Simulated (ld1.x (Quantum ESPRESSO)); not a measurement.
## u(r) = r·R(r): atom against pseudo-atom (rhenium (Re))

Columns: radius, all-electron u(r) and pseudo u(r) of the 6s shell (level -6.16 eV) of rhenium in the configuration [Kr] 4d10 4f14 5s2 5p6 5d5 6s2 6p0; LDA (PZ), scalar-relativistic, PAW scheme, ld1.x (Quantum ESPRESSO) 7.5.

```json
{"r (bohr)": "0.132", "all-electron": "0.1269", "pseudo": "0.2116"}
{"r (bohr)": "0.265", "all-electron": "-0.1076", "pseudo": "0.3917"}
{"r (bohr)": "0.398", "all-electron": "-0.1654", "pseudo": "0.5127"}
{"r (bohr)": "0.530", "all-electron": "0.0415", "pseudo": "0.5612"}
{"r (bohr)": "0.663", "all-electron": "0.2322", "pseudo": "0.5386"}
{"r (bohr)": "0.795", "all-electron": "0.3066", "pseudo": "0.4575"}
{"r (bohr)": "0.928", "all-electron": "0.2759", "pseudo": "0.3359"}
{"r (bohr)": "1.060", "all-electron": "0.1787", "pseudo": "0.1953"}
{"r (bohr)": "1.193", "all-electron": "0.0490", "pseudo": "0.0498"}
{"r (bohr)": "1.325", "all-electron": "-0.0869", "pseudo": "-0.0885"}
{"r (bohr)": "1.458", "all-electron": "-0.2160", "pseudo": "-0.2164"}
{"r (bohr)": "1.590", "all-electron": "-0.3287", "pseudo": "-0.3287"}
{"r (bohr)": "1.723", "all-electron": "-0.4236", "pseudo": "-0.4236"}
{"r (bohr)": "1.855", "all-electron": "-0.4988", "pseudo": "-0.4988"}
{"r (bohr)": "1.988", "all-electron": "-0.5567", "pseudo": "-0.5567"}
{"r (bohr)": "2.120", "all-electron": "-0.5983", "pseudo": "-0.5983"}
{"r (bohr)": "2.252", "all-electron": "-0.6260", "pseudo": "-0.6260"}
{"r (bohr)": "2.385", "all-electron": "-0.6422", "pseudo": "-0.6422"}
{"r (bohr)": "2.518", "all-electron": "-0.6484", "pseudo": "-0.6484"}
{"r (bohr)": "2.650", "all-electron": "-0.6465", "pseudo": "-0.6465"}
{"r (bohr)": "2.782", "all-electron": "-0.6382", "pseudo": "-0.6382"}
{"r (bohr)": "2.915", "all-electron": "-0.6247", "pseudo": "-0.6247"}
{"r (bohr)": "3.048", "all-electron": "-0.6071", "pseudo": "-0.6071"}
{"r (bohr)": "3.180", "all-electron": "-0.5867", "pseudo": "-0.5867"}
{"r (bohr)": "3.312", "all-electron": "-0.5641", "pseudo": "-0.5641"}
{"r (bohr)": "3.445", "all-electron": "-0.5398", "pseudo": "-0.5398"}
```

How many radial nodes do the two functions have?

The all-electron 6s function has n − l − 1 = 5 (the table is too coarse to show those close to the nucleus); the pseudo-wave has 1, since 1 lower shell of the same l stays in the valence.

At about which radius was the pseudo-wave matched?

1.60 bohr. The columns agree to 0.0005 from 1.46 bohr on; several derivatives are matched, so the curves merge somewhat inside the radius.

Is the pseudo-wave norm-conserving?

No, it belongs to a PAW set: the norm inside the radius is not constrained, and the difference is carried by the augmentation charge.
